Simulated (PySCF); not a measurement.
C₄H₇Si (doublet state).
Geometry (GFN2-xTB, Å), atoms numbered from 1 in this order:
```xyz
12
C4H7Si angstrom
Si     1.9507   -0.1537   -0.2427
C      0.1412   -0.0666    0.1330
C     -0.7137   -0.4466    1.1822
C     -1.8474    0.0232    0.5669
C     -1.0590    0.4877   -0.6358
H      2.4815    1.2000   -0.4454
H      2.6314   -0.7984    0.8796
H      2.1669   -0.9233   -1.4741
H     -0.5321   -0.9316    2.1251
H     -2.8920    0.0638    0.8095
H     -1.2828   -0.0196   -1.5744
H     -1.0435    1.5644   -0.8059
```

Identity: `[CH]1CC([SiH3])=C1` [radical].

Computed, not measured: PySCF 2.14.0, UKS B3LYP, pcH-1 on C H Si, non-relativistic, mean-field spin-orbit, GIAO. Isolated species at its GFN2-xTB geometry, gas phase. Couplings are sensitive to structure, and on GFN2-xTB geometries they can be far from those on DFT ones. Stability of the SCF solution: not tested. ⟨S²⟩ is 0.775 where a pure state has 0.75.

The largest Mulliken spin populations are on C2 (+0.69), C4 (+0.63), C3 (-0.25) and C5 (-0.08). The positive populations add up to 1.38 and the negative ones to -0.38, together 2S = 1. The angles at C2 add up to 360.0°, so it is planar.

Task: Test a(H) = Q·ρ(C) for the protons on planar carbons with a spin population beyond ±0.08.

Result: 
```csv
H,C,ρ(C),a(H) (G),a/ρ (G)
H9,C3,-0.254,+3.46,-13.6
H10,C4,+0.629,-14.88,-23.7
```

A least-squares line through the origin gives Q = -22.2 G with Mulliken populations. In every row coupling and population have opposite signs. Where ρ is negative the coupling is positive.

Couplings in gauss use g_iso = 2.0026.
